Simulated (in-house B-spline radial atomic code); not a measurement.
**The krypton ion Kr⁺: [Ar] 3d10 4s2 4p5**

Level of theory: non-relativistic Hartree-Fock, spin-polarised, averaged over the determinants with the given up and down occupations, point nucleus; calculated with an all-electron radial atomic-structure program (B-spline basis).

Z_r = [3n² - l(l+1)]/(2<r>); Z_e = n√(-2ε); the last column is Slater's effective charge. Values are occupation-weighted means over spin.

| shell | electrons | ε (eV) | <r> (bohr) | Z_r | Z_e | Slater |
| --- | --- | --- | --- | --- | --- | --- |
| 1s | 2 | -14167 | 0.04244 | 35.34 | 32.27 | 35.70 |
| 2s | 2 | -1914.2 | 0.1873 | 32.04 | 23.72 | 31.85 |
| 2p | 6 | -1726.6 | 0.1619 | 30.89 | 22.53 | 31.85 |
| 3s | 2 | -307.17 | 0.5377 | 25.11 | 14.25 | 24.75 |
| 3p | 6 | -238.61 | 0.5428 | 23.03 | 12.56 | 24.75 |
| 3d | 10 | -116.01 | 0.5504 | 19.08 | 8.76 | 14.85 |
| 4s | 2 | -41.672 | 1.588 | 15.12 | 7.00 | 8.60 |
| 4p | 5 | -24.92 | 1.843 | 12.48 | 5.41 | 8.60 |

The least bound orbital is 4p down at -24.01 eV, and it is also the most diffuse (<r> = 1.857 bohr).

The density falls to 0.001 bohr⁻³ at 3.741 bohr; Σ<r²> = 32.027 bohr² gives, by the non-relativistic formula and without the paramagnetism of open shells, a Langevin diamagnetic susceptibility of -25.37×10⁻⁶ cm³/mol.
